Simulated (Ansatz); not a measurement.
`CBN[SiH3]` + `C=O` → `CBC=O` + `N[SiH3]` at 298.15 K and 1 bar (formal exchange of groups at a B–N bond).

Isolated molecules relaxed with PBE0-D4/def2-TZVP in Ansatz; ΔE leaves out vibrations. CCSD(T)/CBS adds triple-zeta CCSD(T) − MP2 to the extrapolated MP2 energy (def2 sets, frozen cores). This one scheme is used for every species. Each species was taken in one conformer, which may not be the lowest.

| species | CCSD(T)/CBS energy (Eh) | H − E (kJ/mol) | S (J/(mol·K)) |
| --- | --- | --- | --- |
| `CBN[SiH3]` | -411.50704 | 261.1 | 331.1 |
| `C=O` | -114.39408 | 80.1 | 218.6 |
| `CBC=O` | -179.04425 | 191.6 | 312.0 |
| `N[SiH3]` | -346.80422 | 145.7 | 264.3 |

H − E and S are ideal-gas, rigid-rotor, harmonic terms from PBE0-D4/def2-TZVP, for one conformer and one mirror image of each species. 1 Eh = 2625.50 kJ/mol, R = 8.31446 J/(mol·K).

Task: By hand: ΔE, ΔH, ΔS and ΔG.

Result: ΔE = (-179.04425) + (-346.80422) − (-411.50704) − (-114.39408) = 0.05265 Eh = 138.2 kJ/mol. Δ(H − E) = 191.6 + 145.7 − 261.1 − 80.1 = -3.9, so ΔH = 134.3 kJ/mol. ΔS = 312.0 + 264.3 − 331.1 − 218.6 = 26.6 J/(mol·K). ΔG = 134.3 − 298.15 × (26.6)/1000 = 126.4 kJ/mol.

Task: By hand: the equilibrium constant, and the temperature at which ΔG would vanish if ΔH and ΔS stayed fixed.

Result: log₁₀ K = −ΔG/(RT ln 10) = -22.1. ΔG = 0 at ΔH/ΔS = 5049 K, far beyond where these terms or the molecules hold.

ΔH outweighs TΔS. A doubt of 5 kJ/mol in ΔE shifts log₁₀ K by 0.9 here. Other conformers and mirror images would add mixing entropy, several J/(mol·K) or more a flexible species. These are equilibria of isolated gas molecules and say nothing of rates. Largest T1 diagnostic: 0.016 (customary marks: 0.02 for closed shells, 0.045 for open ones).
